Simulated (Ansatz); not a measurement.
Relaxation of BCl3H2 (6 atoms, charge 0, multiplicity 1), to a largest force component of 0.03 eV/Å in at most 50 steps.

All numbers below come from RKS PBE0-D4/cc-pVDZ (Ansatz 0.2.0).

```xyz
6
Properties=species:S:1:pos:R:3
B 0.000 0.281 0.085
Cl -0.004 0.627 1.869
Cl 1.517 0.216 -0.769
Cl -1.518 0.148 -0.761
H 0.094 -2.072 0.538
H 0.029 -1.871 1.224
```

Problem. Where does it end, and by what steps?

Solution. The run converged. The force dipped under the threshold on the way, but the program's further checks kept it going. After 8 steps the energy has fallen by 0.223 eV; H5 moved furthest, 0.53 Å.

```csv
step,energy less start (eV),largest force component (eV/Å),accepted
0,0.0000,1.675,yes
1,-0.1393,0.910,yes
2,-0.1360,0.908,no
3,-0.1506,0.935,yes
4,-0.2001,0.620,yes
5,-0.2189,0.163,yes
6,-0.2222,0.013,yes
7,-0.2226,0.035,yes
8,-0.2227,0.004,yes
```

```xyz
6
Properties=species:S:1:pos:R:3
B -0.008 0.574 0.071
Cl -0.015 1.016 1.761
Cl 1.507 0.393 -0.777
Cl -1.516 0.324 -0.772
H 0.101 -2.595 0.587
H 0.049 -2.382 1.317
```

Whether the end is a true minimum wasn't checked by a vibrational analysis.

The run took 36 s on 1 thread of Arm Neoverse V1 (shared host), peak memory 0.17 GiB.
